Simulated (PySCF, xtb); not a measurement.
BHF₂, SMILES FBF.

GFN2-xTB (xtb) at its own geometry gives an orbital gap of 6.32 eV and a dipole moment of 1.16 D.

Geometry: B3LYP-D3(BJ)/def2-TZVP.

Task: What does PySCF with PBE/def2-TZVPD give? (The exact figures need the calculation; the answer reports its results.)

Result: gap 7.68 eV (levels -9.17 and -1.50 eV), dipole 0.81 D.
